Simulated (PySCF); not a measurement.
## Energy of As⁺ (arsenic, charge +1) between two integer charges

The 4p alpha orbital of [Ar] 3d10 4s2 4p2 is emptied in steps (occupation f), with all orbitals relaxed, ending at [Ar] 3d10 4s2 4p1. Computed with PySCF 2.14 in aug-cc-pVTZ-PP with ECP10MDF, with a scalar-relativistic core potential. The exact energy is a straight line in f; departures are measured from the line between the end points of the same method.

```csv
f,UHF (eV),LDA (eV),PBE (eV),PBE0 (eV),r2SCAN (eV),LC-wPBE (eV),BHandHLYP (eV),wB97X (eV),TPSS (eV),HSE06 (eV)
1,0.000,0.000,0.000,0.000,0.000,0.000,0.000,0.000,0.000,0.000
0.8,0.072,-0.738,-0.716,-0.520,-0.679,-0.083,-0.341,-0.135,-0.696,-0.589
0.6,0.107,-1.111,-1.074,-0.778,-1.010,-0.120,-0.512,-0.204,-1.042,-0.882
0.4,0.105,-1.113,-1.072,-0.774,-0.997,-0.116,-0.511,-0.206,-1.038,-0.881
0.2,0.069,-0.742,-0.713,-0.513,-0.654,-0.073,-0.340,-0.140,-0.687,-0.586
0,0.000,0.000,0.000,0.000,0.000,0.000,0.000,0.000,0.000,0.000
```

For PBE, how does the orbital energy at f = 1 compare with the removal energy?

−ε = 13.964 eV against a total-energy difference of 18.430 eV. By Janak's theorem ε = ∂E/∂f, so the gap between them reflects the curvature. Along the path −ε is 15.743 (f = 0.8), 17.539 (f = 0.6), 19.335 (f = 0.4), 21.116 (f = 0.2) eV.

| method | E(f=0) − E(f=1) (eV) | −ε at f=1 (eV) | −ε at f=0.4 (eV) |
| --- | --- | --- | --- |
| UHF | 17.979 | 18.440 | 17.883 |
| LDA | 18.579 | 13.984 | 19.499 |
| PBE | 18.430 | 13.964 | 19.335 |
| PBE0 | 18.503 | 15.248 | 19.169 |
| r2SCAN | 18.685 | 14.417 | 19.592 |
| LC-wPBE | 18.581 | 18.053 | 18.703 |
| BHandHLYP | 18.385 | 16.254 | 18.814 |
| wB97X | 18.284 | 17.445 | 18.440 |
| TPSS | 18.479 | 14.126 | 19.372 |
| HSE06 | 18.494 | 14.816 | 19.235 |

Reference removal energy between the ground levels: 18.589 eV (measured; NIST Atomic Spectra Database, ionization energies). The calculation has no spin-orbit coupling. UHF lacks correlation.
